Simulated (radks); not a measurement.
Values are calculated unless marked as measured or tabulated.
Task: All-electron atom: Ge13+ in [Ne] 3s1 3p6 3d(3/2: 2, 5/2: 0) (not the ground configuration). Code: a radial shooting solver on a logarithmic mesh with Libxc functionals. Model: Dirac Kohn-Sham, PBE, spin-unpolarised, spherical densities, finite nucleus; Fermi nuclear charge, rms radius 4.0742 fm. Some entries of the table are withheld. Estimate them.

| orbital | occ. | eigenvalue (eV) | r(max) (bohr) | <r^2> (bohr^2) |
|---|---|---|---|---|
| 1s1/2 | 2 | -11370.79 | 0.03073 | (1) |
| 2s1/2 | 2 | -1785.169 | 0.1759 | 0.05149 |
| 2p1/2 | 2 | -1634.609 | 0.1391 | 0.03995 |
| 2p3/2 | 4 | -1602.598 | 0.1421 | 0.04140 |
| 3s1/2 | 1 | -522.6986 | (2) | 0.3603 |
| 3p1/2 | 2 | (3) | 0.5009 | (4) |
| 3p3/2 | 4 | (5) | 0.5073 | (6) |
| 3d3/2 | 2 | -384.4996 | 0.4300 | 0.3240 |
| 3d5/2 | 0 | -383.4314 | 0.4316 | 0.3262 |

Result: 
(1) 1s1/2 <r^2> (bohr^2): 0.002974
(2) 3s1/2 r(max) (bohr): 0.5143
(3) 3p1/2 eigenvalue (eV): -472.1842
(4) 3p1/2 <r^2> (bohr^2): 0.3567
(5) 3p3/2 eigenvalue (eV): -466.3566
(6) 3p3/2 <r^2> (bohr^2): 0.3650
